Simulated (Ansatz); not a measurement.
Relaxation of AlH8NOSi2 (13 atoms, charge 0, multiplicity 1), to a largest force component of 0.015 eV/Å in at most 40 steps.

The calculation used Ansatz 0.2.0, RKS B3LYP-D4/def2-SVP.

```xyz
13
Properties=species:S:1:pos:R:3:forces:R:3
O -2.132 1.437 1.772 0.61 0.23 -0.37
Si -1.460 0.673 0.429 0.54 0.09 1.50
N -0.403 -0.613 1.021 2.34 1.22 0.02
Si 0.456 -1.410 -0.383 -1.81 -0.19 1.10
Al 2.089 -0.081 -1.336 0.94 0.61 -0.61
H -1.426 1.936 2.227 -0.59 -0.14 -0.02
H -0.662 1.649 -0.362 0.04 0.27 -0.18
H -2.472 0.101 -0.414 -0.76 -0.35 -0.39
H 0.402 -0.130 1.609 -2.02 -1.23 -1.13
H -0.636 -1.726 -1.371 0.12 -0.01 0.02
H 0.985 -2.682 0.084 0.33 -0.78 0.20
H 2.447 1.334 -0.765 0.08 0.29 0.14
H 2.910 -0.652 -2.544 0.19 -0.04 -0.28
```

Task: Where does it end, and by what steps?

Result: The run converged. After 30 steps the energy has fallen by 0.715 eV; H6 moved furthest, 1.69 Å.

| step | energy less start (eV) | largest force component (eV/Å) | accepted |
| --- | --- | --- | --- |
| 0 | 0.0000 | 2.337 | yes |
| 2 | -0.4788 | 0.627 | yes |
| 4 | -0.5739 | 0.295 | yes |
| 6 | -0.6080 | 0.054 | yes |
| 8 | -0.6186 | 0.087 | yes |
| 10 | -0.6292 | 0.970 | yes |
| 12 | -0.6676 | 0.108 | yes |
| 14 | -0.6885 | 0.536 | yes |
| 16 | -0.7032 | 0.070 | yes |
| 18 | -0.7086 | 0.220 | yes |
| 20 | -0.7119 | 0.037 | yes |
| 22 | -0.7132 | 0.044 | yes |
| 24 | -0.7138 | 0.065 | yes |
| 26 | -0.7144 | 0.049 | yes |
| 28 | -0.7148 | 0.023 | yes |
| 30 | -0.7149 | 0.008 | yes |

```xyz
13
Properties=species:S:1:pos:R:3
O -2.119 0.523 2.172
Si -1.623 0.929 0.629
N -0.010 0.369 0.355
Si 0.537 -1.116 -0.424
Al 2.676 -0.684 -1.566
H -2.824 1.054 2.560
H -1.682 2.418 0.493
H -2.478 0.284 -0.405
H 0.714 0.884 0.852
H -0.538 -1.517 -1.383
H 0.668 -2.267 0.536
H 3.558 0.563 -1.110
H 3.219 -1.605 -2.744
```

The run took 93 s on 2 threads of Intel(R) Xeon(R) 6975P-C (Granite Rapids), on a shared host, peak memory 0.31 GiB.
